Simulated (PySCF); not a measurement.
Species: C₇H₉ (doublet state).
Numbering: `[CH:1]1[CH:2]=[CH:3][CH:4]=[CH:5][CH2:6][CH2:7]1` (hydrogens: H8 on C1; H9 on C2; H10 on C3; H11 on C4; H12 on C5; H13, H14 on C6; H15, H16 on C7)

Theory: PBE0-D3(BJ)/def2-SVP geometry optimisation, gas phase (PySCF 2.14.0).

Q: What internal coordinates does the optimisation give?

A: 
| bond | length (bohr) |
| --- | --- |
| C1–C2, C4=C5 | 2.588 |
| C2=C3, C3–C4 | 2.678 |
| C6–C7 | 2.894 |
| C1–C7, C5–C6 | 2.825 |
| C1–H8, C5–H12 | 2.069 |
| C2–H9, C4–H11 | 2.070 |
| C3–H10 | 2.068 |
| C6–H13 and 3 like bonds | 2.087 |

Bonds in one row agree within 0.02 bohr and their mean is given. A selection of angles:
| angle | degrees |
| --- | --- |
| C2–C1–C7 | 126.6 |
| C2–C1–H8 | 116.8 |
| C7–C1–H8 | 116.5 |
| C1–C2–C3 | 128.6 |
| C1–C2–H9 | 116.1 |
| C3–C2–H9 | 115.2 |
| C2–C3–C4 | 128.8 |
| C2–C3–H10 | 115.6 |
| C4–C5–C6 | 126.5 |
| C6–C5–H12 | 116.5 |
| C5–C6–C7 | 115.6 |
| C5–C6–H13 | 108.9 |
| C7–C6–H13 | 108.7 |
| H13–C6–H14 | 105.5 |

Torsions: C7–C1–C2–C3 -1° (synperiplanar); C1–C2–C3–C4 -9° (synperiplanar); C2–C3–C4–C5 -10° (synperiplanar); C3–C4–C5–C6 -1° (synperiplanar); C4–C5–C6–C7 45° (synclinal); C5–C6–C7–C1 -68° (synclinal); C2–C1–C7–C6 44° (synclinal). The mirror-image conformer, all signs reversed, is as good.

C1 (carbon bonded to 2 C and H) is planar (angles 126.6°, 116.8° and 116.5°, sum 359.9°, 0.02 Å off the plane of its three neighbours). The 7-membered ring C1–C2–C3–C4–C5–C6–C7 has internal angles of 115.6° to 128.8° (sum 870°, against 900° for a flat polygon); it is puckered, 0.21 Å rms from its mean plane, widest ring torsion 68°. The 7 C–C bonds span 1.369 Å (C4=C5, drawn double in a drawing that doesn't fit all lengths) to 1.531 Å (C6–C7, drawn single in a drawing that doesn't fit all lengths), a spread of 0.162 Å. C3 (carbon bonded to 2 C and H) is planar (angles 128.8°, 115.6° and 115.6°, sum 360.0°, 0.00 Å off the plane of its three neighbours). C2 (carbon bonded to 2 C and H) is planar (angles 128.6°, 116.1° and 115.2°, sum 359.9°, 0.02 Å off the plane of its three neighbours).

Point group: C2 (tolerance 0.08 Å). PBE0-D3(BJ)/def2-SVP frequencies: not computed here. ⟨S²⟩ = 0.810 (exact for a doublet: 0.75).

Hardware: one thread, x86-64 server (shared host). Cost: 78 s. That covers the optimisation of the geometry.
